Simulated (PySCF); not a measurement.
Compound: C3H11PSi2.
SMILES with atom numbers: `[PH2:1][SiH2:2][SiH2:3][CH:4]1[CH2:5][CH2:6]1` (hydrogens: H7, H8 on P1; H9, H10 on Si2; H11, H12 on Si3; H13 on C4; H14, H15 on C5; H16, H17 on C6)

Structure used (PBE0-D3(BJ)/def2-SVP), in Å, numbered top down from 1:
```xyz
17
C3H11PSi2 angstrom
P      3.8818   -0.2328    0.8245
Si     1.7925    0.6533    0.7199
Si     0.5191   -0.6520   -0.7609
C     -1.3100   -0.3127   -0.5601
C     -1.8150    1.0317   -0.0935
C     -1.9299   -0.1532    0.8068
H      4.1851    0.0965   -0.5328
H      4.4870    0.9540    1.3413
H      1.2243    0.5965    2.1048
H      1.7940    2.0896    0.2931
H      0.9653   -0.3354   -2.1562
H      0.8296   -2.0959   -0.5084
H     -1.9416   -0.8160   -1.3019
H     -1.0833    1.8068    0.1584
H     -2.7244    1.4219   -0.5582
H     -2.9197   -0.5893    0.9653
H     -1.2793   -0.2015    1.6858
```

The closed-shell ground state was solved at several levels (PySCF, density fitting, gas phase, non-relativistic).

| level | basis functions | total energy (Eh) | HOMO (eV) | LUMO (eV) | gap (eV) | dipole (D) |
| --- | --- | --- | --- | --- | --- | --- |
| CAM-B3LYP/pcSseg-1 | 178 | -1041.1365 | -8.77 | 0.87 | 9.64 | 1.50 |
| PBE0/pcSseg-1 | 178 | -1040.6734 | -7.54 | -0.21 | 7.33 | 1.55 |

**Question.** Estimate the row for wB97X-D/def2-SVPD, a basis of 220 functions; the other rows only guide the guess.

**Answer.** Total energy -1040.8371 Eh, HOMO -9.29 eV, LUMO 1.46 eV, gap 10.75 eV, dipole 1.43 D.

**Question.** Over all these levels, which gives the widest orbital gap and which the narrowest?

**Answer.** wB97X-D/def2-SVPD (range-separated hybrid) has the widest, 10.75 eV, and PBE0/pcSseg-1 (global hybrid, 25 % exact exchange) the narrowest, 7.33 eV. Functional and basis both differ between the two, so the spread mixes both effects.

**Question.** How far do the dipole and the HOMO energy spread over the levels?

**Answer.** The dipole runs from 1.43 to 1.55 D (mean 1.49 D) and the HOMO from -9.29 to -7.54 eV.

One conformer stands for the species.

Note: wB97X-D ran without an empirical dispersion term, which enters the total energy and its gradient alone.
